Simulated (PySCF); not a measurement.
Species: CH7BF2GeSi.
Atom-mapped SMILES: `[F:1][B:2]([F:3])[SiH2:4][CH2:5][GeH3:6]` (hydrogens: H7, H8 on Si4; H9, H10 on C5; H11, H12, H13 on Ge6)

Computed with PySCF 2.14.0, PBE0-D3(BJ)/def2-SVP geometry optimisation, gas phase.

**Question.** What internal coordinates does the optimisation give?

**Answer.** 
```
                     bond  length (Å)
             F1–B2, B2–F3       1.321
                   B2–Si4       2.036
                   Si4–C5       1.881
                   C5–Ge6       1.965
           Si4–H7, Si4–H8       1.498
            C5–H9, C5–H10       1.102
Ge6–H11, Ge6–H12, Ge6–H13       1.540
```

Bonds in one row agree within 0.01 Å and their mean is given. A selection of angles:
```
      angle  degrees
   F1–B2–F3    115.8
  F1–B2–Si4    121.2
  F3–B2–Si4    123.0
  B2–Si4–C5    111.6
  B2–Si4–H7    106.9
  B2–Si4–H8    109.5
  C5–Si4–H7    109.6
  C5–Si4–H8    111.6
  H7–Si4–H8    107.6
 Si4–C5–Ge6    115.2
  Si4–C5–H9    109.8
 Si4–C5–H10    108.4
  Ge6–C5–H9    108.1
  H9–C5–H10    106.8
 C5–Ge6–H11    109.6
H11–Ge6–H12    108.9
```

Dihedral angles: F1–B2–Si4–C5 30°; B2–Si4–C5–Ge6 -53° (synclinal). The mirror-image conformer, all signs reversed, is as good.

B2 (three-coordinate boron) is planar (angles 123.0°, 121.2° and 115.8°, sum 360.0°, 0.01 Å off the plane of its three neighbours). Ge6 (germanium bonded to C and 3 H) is tetrahedral (angles from 108.9° to 110.1°). Si4 (SiH2 silicon) is tetrahedral (angles from 106.9° to 111.6°).

Point group: C1 (no symmetry element, even within 0.4 Å). No PBE0-D3(BJ)/def2-SVP frequencies stand behind this structure, so it isn't proved a minimum. One conformer, not necessarily the lowest.
